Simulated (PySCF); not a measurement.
# Ne²⁺ (neon, charge +2) across methods

[He] 2s1 2p4 3s1, high-spin 5P determinant (an excited configuration). Computed with PySCF 2.14 in aug-cc-pVTZ with one added diffuse shell each of s, p, d, f type (6s5p4d3f, 62 functions), with no relativity, point nucleus.

```
   method  E (hartree)  mean ε 2p α (eV)  mean ε 2p β (eV)  mean ε 3s α (eV)  Σ⟨r²⟩ (bohr²)   ⟨S²⟩
      LDA    -123.6599           -71.188           -63.178           -21.412          11.29  6.001
     PBE0    -124.3310           -75.073           -66.323           -22.178          11.34  6.001
BHandHLYP    -124.3931           -78.663           -69.287           -22.859          11.34  6.001
    B97-3    -124.3650           -75.172           -66.696           -22.169          11.33  6.001
      PBE    -124.3265           -71.215           -63.640           -21.313          11.31  6.001
   r2SCAN    -124.3958           -72.822           -64.445           -21.422          11.39  6.001
     TPSS    -124.4334           -71.613           -64.226           -21.260          11.36  6.001
   PBEsol    -123.9933           -71.105           -63.282           -21.277          11.34  6.001
```

Problem. Estimate the same row for UHF.

Solution. E (hartree) = -124.15256; mean ε 2p α (eV) = -85.903; mean ε 2p β (eV) = -72.762; mean ε 3s α (eV) = -24.389; Σ⟨r²⟩ (bohr²) = 11.47; ⟨S²⟩ = 6.001.

The outer electron is Rydberg-like, and this basis confines it to a smaller radius and binds it less than a complete one would.
